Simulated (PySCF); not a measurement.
# Two-dimensional NMR puzzle

Compound of formula C8H7FO. Correlations simulated from computed shifts and the bond graph:

HSQC (one-bond C–H):
| δH | δC |
| --- | --- |
| 8.19 | 137.2 |
| 7.20 | 120.3 |
| 2.53 | 27.4 |

COSY cross peaks (H two or three bonds apart, from the bond graph; peaks can be absent where the dihedral angle is near 90°):
| δH | δH |
| --- | --- |
| 8.19 | 7.20 |

HMBC (two and three bonds, from the bond graph):
| δH | δC |
| --- | --- |
| 8.19 | 196.2, 173.6, 137.2, 135.4, 120.3 |
| 7.20 | 173.6, 137.2, 135.4, 120.3 |
| 2.53 | 196.2, 135.4 |

Carbons without hydrogens: δ 196.2, 173.6, 135.4.

A single conformation, no solvent, non-relativistic, one averaged value for each set of equivalent atoms. Shielding tensors at PBE0/pcSseg-1 (GIAO); PBE0-D3(BJ)/def2-SVP geometry; PySCF.

δ = σ(ref) − σ, references computed at the same level: $^{1}$H (σ = 31.27 ppm), $^{13}$C (σ = 184.41 ppm) vs TMS.

Exchangeable hydrogens are left out of these lists.

Q: Work out the connectivity.

A: SMILES CC(=O)c1ccc(F)cc1.

Structure with atom numbers: `[CH3:1][C:2](=[O:3])[c:4]1[cH:5][cH:6][c:7]([F:8])[cH:9][cH:10]1`. Hydrogens are named by the atom that carries them.

δC 196.2 is C2, a ketone carbonyl carbon. δC 173.6 is C7, an aromatic carbon bearing fluorine. δC 137.2 is C5/C10, an aromatic CH (δH 8.19). δC 135.4 is C4, a substituted aromatic carbon. δC 120.3 is C6/C9, an aromatic CH (δH 7.20). δC 27.4 is C1, a methyl carbon α to a carbonyl (δH 2.53). HMBC from δH 8.19 reaches the proton-free carbons C2, C7, C4. HMBC from δH 7.20 reaches the proton-free carbons C7, C4. HMBC from δH 2.53 reaches the proton-free carbons C2, C4. COSY links 8.19–7.20.

The shifts were computed for this structure.

Shifts are as computed. Against solution values, carbons near 30 ppm lie about +2 ppm off and those near 130 ppm about +5 ppm. Of 1211 compounds with measured shifts, 218 miss one by over three times the rms of a fit or turn the order of signals round; such compounds aren't used in these exercises.
